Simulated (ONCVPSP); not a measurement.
# Ranking ONCV potentials for Ti (Z = 22)

All share these settings but for the change named:

- Element: titanium (Ti)
- Generator: ONCVPSP 4.0.1
- Type: optimised norm-conserving Vanderbilt (ONCV)
- Functional: LDA (Perdew-Wang 92)
- Relativity: scalar-relativistic
- Frozen core: [Ne]
- Valence charge: 12
- Reference configuration: 3s2 3p6 3d2 4s2
- Partial waves: 3s+4s: rc 1.55 bohr, ncon 4, nbas 9, qcut 6.8 1/bohr, 2 projectors; 3p: rc 0.95 bohr, ncon 4, nbas 9, qcut 7.9 1/bohr, 1 projector; 3d: rc 2.55 bohr, ncon 3, nbas 8, qcut 5.5 1/bohr, 2 projectors, debl 0.6 Ha; f scattering state at 0.34 Ha: rc 2.00 bohr, ncon 4, nbas 7, qcut 5.2 1/bohr, 1 projector
- Local potential: polynomial inside 0.95 bohr (lpopt 3, dvloc0 3 Ha)
- Core correction: Teter function, fcfact 3.75, rcfact 1.3

Test errors are all-electron minus pseudo excitation energies from the reference, over 3s2 3p6 3d2 4s1; 3s2 3p6 3d2 4s0; 3s2 3p6 3d1 4s0; 3s2 3p6 3d2 4s1.5. None of these files shows a bound ghost.

The base gives 397.3 meV.

Of 10 variants that were run, those that failed, showed a ghost or another fault, or gave nearly equal values are left out.

A variant can come out equal or close to the base, since the largest error may sit in a test that the change hardly touches while other tests move.

Rank these variants by their largest absolute test error, smallest first.
A. all radii but the core radius scaled by about 1.32 (s 2.06, p 1.26, d 3.38, f 2.64 bohr); local potential polynomial inside 1.26 bohr (lpopt 3, dvloc0 3 Ha)
B. d: nbas 6
C. d: rc 2.66

B (386.4 meV), C (438.1 meV), A (723.8 meV).
